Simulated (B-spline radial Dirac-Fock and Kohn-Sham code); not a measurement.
## Photoionisation of terbium ions at Cu Kα (8047.8 eV)

Level of theory: independent-particle photoionisation in a Dirac-Hartree-Slater potential with a Latter tail, all multipoles, thresholds from Dirac-Fock ΔSCF; a radial B-spline solver. Cross sections in kb; a dash marks an empty subshell or a threshold above the photon energy.

| ion | configuration | total | 3s | 3p1/2 | 3p3/2 | 3d5/2 | 4d5/2 |
| --- | --- | --- | --- | --- | --- | --- | --- |
| Tb | [Xe] 4f9 6s2 | 80.96 | 4.17 | 4.56 | 7.88 | 4.06 | 0.768 |
| Tb³⁺ | [Xe] 4f8 | 81.05 | 4.17 | 4.56 | 7.88 | 4.06 | 0.776 |
| Tb⁴⁺ | [Xe] 4f7 | 81.07 | 4.17 | 4.56 | 7.88 | 4.06 | 0.785 |

Values without a named source are computed, but for edge energies of neutral atoms, which are taken from tables.
